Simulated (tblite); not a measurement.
Parent: `[SiH3:1][N:2]([SiH3:3])[Si@H:4]([SiH3:5])[Cl:6]` with Si1–N2–Si4–Si5 85°, ClH10NSi4.

Structures optimised with GFN2-xTB, isolated species. One conformer each, not checked by frequencies here.

```json
{"coordinate of the parent": "Si1–N2", "value": "1.748 Å"}
{"coordinate of the parent": "N2–Si3", "value": "1.743 Å"}
{"coordinate of the parent": "N2–Si4", "value": "1.747 Å"}
{"coordinate of the parent": "Si4–Si5", "value": "2.310 Å"}
{"coordinate of the parent": "Si4–Cl6", "value": "2.027 Å"}
{"coordinate of the parent": "Si1–N2–Si3", "value": "118.9°"}
{"coordinate of the parent": "Si1–N2–Si4", "value": "119.9°"}
{"coordinate of the parent": "Si3–N2–Si4", "value": "121.1°"}
{"coordinate of the parent": "N2–Si4–Si5", "value": "110.2°"}
{"coordinate of the parent": "N2–Si4–Cl6", "value": "106.7°"}
{"coordinate of the parent": "Si5–Si4–Cl6", "value": "112.0°"}
```

Question: How does the shared frame change in `[CH2:1]=[CH:2][SiH2:3][Si@H:4]([Cl:5])[N:6]([SiH3:7])[SiH3:8]` with C1–C2–Si3–Si4 -119°, C2–Si3–Si4–Cl5 -78°, Si3–Si4–N6–Si7 -92°, C2H12ClNSi4? Atoms pair as Si1 = Si8, N2 = N6, Si3 = Si7, Si4 = Si4, Si5 = Si3, Cl6 = Cl5 (parent first).

Answer: 
```
     parent     relative  value in the relative  change
     Si1–N2       Si8–N6                1.748 Å   0.000
     N2–Si3       N6–Si7                1.742 Å  -0.001
     N2–Si4       N6–Si4                1.746 Å  -0.001
    Si4–Si5      Si4–Si3                2.314 Å  +0.004
    Si4–Cl6      Si4–Cl5                2.027 Å   0.000
 Si1–N2–Si3   Si8–N6–Si7                 119.0°    +0.1
 Si1–N2–Si4   Si8–N6–Si4                 120.3°    +0.4
 Si3–N2–Si4   Si7–N6–Si4                 120.7°    -0.4
 N2–Si4–Si5   N6–Si4–Si3                 109.5°    -0.7
 N2–Si4–Cl6   N6–Si4–Cl5                 106.4°    -0.3
Si5–Si4–Cl6  Si3–Si4–Cl5                 111.8°    -0.2
```

Of the parent's bonds, Si4–Si5 changes most (+0.004 Å). Bonds of the relative outside the shared frame: C1=C2 1.324, C2–Si3 1.885 Å. Point group C1 → C1.

Question: How does the shared frame change in `[CH:1]#[C:2][SiH2:3][Si@@H:4]([Cl:5])[N:6]([SiH3:7])[SiH3:8]` with C2–Si3–Si4–Cl5 -87°, Si3–Si4–N6–Si7 74°, C2H10ClNSi4? Atoms pair as Si1 = Si8, N2 = N6, Si3 = Si7, Si4 = Si4, Si5 = Si3, Cl6 = Cl5 (parent first).

Answer: 
| parent | relative | value in the relative | change |
| --- | --- | --- | --- |
| Si1–N2 | Si8–N6 | 1.749 Å | +0.001 |
| N2–Si3 | N6–Si7 | 1.743 Å | 0.000 |
| N2–Si4 | N6–Si4 | 1.743 Å | -0.004 |
| Si4–Si5 | Si4–Si3 | 2.312 Å | +0.002 |
| Si4–Cl6 | Si4–Cl5 | 2.025 Å | -0.002 |
| Si1–N2–Si3 | Si8–N6–Si7 | 119.2° | +0.3 |
| Si1–N2–Si4 | Si8–N6–Si4 | 121.0° | +1.1 |
| Si3–N2–Si4 | Si7–N6–Si4 | 119.8° | -1.3 |
| N2–Si4–Si5 | N6–Si4–Si3 | 110.7° | +0.5 |
| N2–Si4–Cl6 | N6–Si4–Cl5 | 106.6° | -0.1 |
| Si5–Si4–Cl6 | Si3–Si4–Cl5 | 111.9° | -0.1 |

Of the parent's bonds, N2–Si4 changes most (-0.004 Å). Bonds of the relative outside the shared frame: C1≡C2 1.203, C2–Si3 1.852 Å. Point group C1 → C1.

Question: How does the shared frame change in `[CH2:1]=[N:2][SiH2:3][Si@@H:4]([Cl:5])[N:6]([SiH3:7])[SiH3:8]` with C1–N2–Si3–Si4 112°, N2–Si3–Si4–Cl5 115°, Si3–Si4–N6–Si7 68°, CH11ClN2Si4? Atoms pair as Si1 = Si8, N2 = N6, Si3 = Si7, Si4 = Si4, Si5 = Si3, Cl6 = Cl5 (parent first).

Answer: 
```tsv
parent	relative	value in the relative	change
Si1–N2	Si8–N6	1.749 Å	+0.001
N2–Si3	N6–Si7	1.742 Å	-0.001
N2–Si4	N6–Si4	1.746 Å	-0.001
Si4–Si5	Si4–Si3	2.305 Å	-0.005
Si4–Cl6	Si4–Cl5	2.022 Å	-0.005
Si1–N2–Si3	Si8–N6–Si7	119.3°	+0.4
Si1–N2–Si4	Si8–N6–Si4	121.4°	+1.5
Si3–N2–Si4	Si7–N6–Si4	119.4°	-1.7
N2–Si4–Si5	N6–Si4–Si3	109.4°	-0.8
N2–Si4–Cl6	N6–Si4–Cl5	106.4°	-0.3
Si5–Si4–Cl6	Si3–Si4–Cl5	110.9°	-1.1
```

Of the parent's bonds, Si4–Si5 and Si4–Cl6 change most and about equally (-0.005 Å). Bonds of the relative outside the shared frame: C1=N2 1.249, N2–Si3 1.713 Å. Point group C1 → C1.

Question: How does the shared frame change in `[SiH3:1][NH:2][SiH2:3][Si@@H:4]([Cl:5])[N:6]([SiH3:7])[SiH3:8]` with Si1–N2–Si3–Si4 39°, N2–Si3–Si4–Cl5 -102°, Si3–Si4–N6–Si7 66°, ClH13N2Si5? Atoms pair as Si1 = Si8, N2 = N6, Si3 = Si7, Si4 = Si4, Si5 = Si3, Cl6 = Cl5 (parent first).

Answer: 
```csv
parent,relative,value in the relative,change
Si1–N2,Si8–N6,1.750 Å,+0.002
N2–Si3,N6–Si7,1.743 Å,0.000
N2–Si4,N6–Si4,1.743 Å,-0.004
Si4–Si5,Si4–Si3,2.301 Å,-0.009
Si4–Cl6,Si4–Cl5,2.024 Å,-0.003
Si1–N2–Si3,Si8–N6–Si7,123.1°,+4.2
Si1–N2–Si4,Si8–N6–Si4,121.5°,+1.6
Si3–N2–Si4,Si7–N6–Si4,115.4°,-5.7
N2–Si4–Si5,N6–Si4–Si3,115.0°,+4.8
N2–Si4–Cl6,N6–Si4–Cl5,106.3°,-0.4
Si5–Si4–Cl6,Si3–Si4–Cl5,111.5°,-0.5
```

Of the parent's bonds, Si4–Si5 changes most (-0.009 Å). Bonds of the relative outside the shared frame: Si1–N2 1.738, N2–Si3 1.734 Å. Point group C1 → C1.

Question: How does the shared frame change in `[CH3:1][CH2:2][SiH2:3][Si@H:4]([Cl:5])[N:6]([SiH3:7])[SiH3:8]` with C1–C2–Si3–Si4 56°, C2–Si3–Si4–Cl5 147°, Si3–Si4–N6–Si7 67°, C2H14ClNSi4? Atoms pair as Si1 = Si7, N2 = N6, Si3 = Si8, Si4 = Si4, Si5 = Si3, Cl6 = Cl5 (parent first).

Answer: 
```tsv
parent	relative	value in the relative	change
Si1–N2	Si7–N6	1.746 Å	-0.002
N2–Si3	N6–Si8	1.743 Å	0.000
N2–Si4	N6–Si4	1.750 Å	+0.003
Si4–Si5	Si4–Si3	2.312 Å	+0.002
Si4–Cl6	Si4–Cl5	2.025 Å	-0.002
Si1–N2–Si3	Si7–N6–Si8	116.7°	-2.2
Si1–N2–Si4	Si7–N6–Si4	120.1°	+0.2
Si3–N2–Si4	Si8–N6–Si4	123.0°	+1.9
N2–Si4–Si5	N6–Si4–Si3	109.9°	-0.3
N2–Si4–Cl6	N6–Si4–Cl5	107.6°	+0.9
Si5–Si4–Cl6	Si3–Si4–Cl5	112.4°	+0.4
```

No shared bond changes by more than 0.004 Å. Bonds of the relative outside the shared frame: C1–C2 1.525, C2–Si3 1.909 Å. Point group C1 → C1.

The numbers are calculated, not measured.
